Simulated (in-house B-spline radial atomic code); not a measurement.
Values are calculated unless marked as measured or tabulated.
**Correlation energy from the adiabatic connection: −Z/r, Z = 2.55**

Two electrons in a singlet, external potential −Z/r, Z = 2.55 (atomic units). Full CI in B-splines (partial waves to l = 8, correlation up to 0.6 % small) with the density held fixed gives W(λ) = <V_ee>_λ − U, and E_c is the integral of W(λ) − W(0) from 0 to 1.

```json
{"λ": "0", "W(λ) − W(0) (hartree)": "0.00000"}
{"λ": "0.02", "W(λ) − W(0) (hartree)": "-0.00190"}
{"λ": "0.05", "W(λ) − W(0) (hartree)": "-0.00472"}
{"λ": "0.12", "W(λ) − W(0) (hartree)": "-0.01120"}
{"λ": "0.25", "W(λ) − W(0) (hartree)": "-0.02285"}
{"λ": "0.4", "W(λ) − W(0) (hartree)": "-0.03570"}
{"λ": "0.6", "W(λ) − W(0) (hartree)": "-0.05190"}
{"λ": "0.8", "W(λ) − W(0) (hartree)": "-0.06713"}
{"λ": "1", "W(λ) − W(0) (hartree)": "-0.08147"}
```

Integrate the table by the trapezoid rule.

The strips give -0.00002, -0.00010, -0.00056, -0.00221, -0.00439, -0.00876, -0.01190, -0.01486, which sum to -0.04280 hartree. The direct value, W(1) − W(0) + T_c with T_c = 0.03861, is -0.04286; the curve is convex, so chords lie above it and the trapezoids fall short in size by 0.14 %.

Now use only three numbers: W(0) = -1.3693, the initial slope W'(0) = -0.09526 (extrapolated from the first points) and the strong-coupling limit of the point-charge-plus-continuum model, W∞ = -1.9504. What do second-order theory and the interpolation W(λ) = W∞ + (W(0) − W∞)/√(1 + 2χλ) of Seidl, Perdew and Levy give?

Second order keeps the slope alone: E_c = W'(0)/2 = -0.04763, +11 % in size against -0.04286. Matching the slope fixes χ = W'(0)/(W∞ − W(0)) = -0.09526/(-0.58110) = 0.16393. Integrating, with s = √(1 + 2χ) = 1.152328, E_c = −(W(0) − W∞)(s − 1)/(s + 1) = −0.58110 × 0.152328/2.152328 = -0.04113 hartree, -4.1 % in size against the full result. At λ = 1 the formula gives W − W(0) = -0.07682 against -0.08147. Part of the miss can come from the model's W∞.
